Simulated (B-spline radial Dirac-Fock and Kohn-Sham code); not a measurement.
Atomic SCF run for Cr

ΔSCF core binding energies without Breit or QED terms, calculated with an atomic code on a B-spline grid. Keys: rel is the Hamiltonian (dirac, or spin-free x2c and nr, where L3 and M5 stand for the whole 2p and 3d shells), method is hf or an exchange,correlation pair (spin-unpolarised, also for the hole states), nuc the nuclear model, radius_factor scales its radius, rmax is the box in bohr, h the logarithmic mesh step, order the B-spline order, points the quadrature points per cell, c_factor scales the speed of light, and damp, ndamp, maxit and tol steer the iteration. The run stops when the commutator error falls below 10·tol·max(1, Z/10), or the numerical noise floor, and the energy has settled to about 1e-8 Ha; the virial ratio is −V/T.

Input (task.json):

```json
{"items": [{"Z": 24, "q": 0, "cfg": [[1, 0, 2], [2, 0, 2], [2, 1, 6], [3, 0, 2], [3, 1, 6], [3, 2, 5], [4, 0, 1]], "A": 52, "rrms": 3.6452, "do": "settings", "holes": ["K", "L3", "M5"],
  "settings": [{"rel": "dirac", "method": "hf", "nuc": "fermi", "radius_factor": 1.0, "rmax": 45.0, "h": 0.3, "order": 8, "points": 10, "c_factor": 1.0, "maxit": 60, "damp": 0.5, "ndamp": 3, "tol": 1e-08}]}]}
```

Command: `python xray2_run.py task.json out`

Ground-state iterations:

```
iter   energy (Ha)        error
   1    -1040.81271088  8.71e-01
   2    -1044.82924264  5.43e-01
   3    -1049.20735000  9.33e-02
   4    -1049.56413732  2.86e-02
   5    -1049.59261161  1.00e-02
   6    -1049.59309114  1.13e-02
   7    -1049.59606987  9.91e-04
   8    -1049.59610154  5.60e-05
   9    -1049.59610166  2.39e-05
  10    -1049.59610167  2.83e-06
  11    -1049.59610167  2.15e-07
```

The ground state converged in 11 iterations, with total energy -1049.59610 Ha, virial ratio 1.98767 and highest orbital energy -5.74 eV. ΔSCF binding energies: K (1s) 6004.0 eV, L3 (2p3/2) 581.8 eV. Holes are computed only in closed shells, and unreliable hole states are left out.
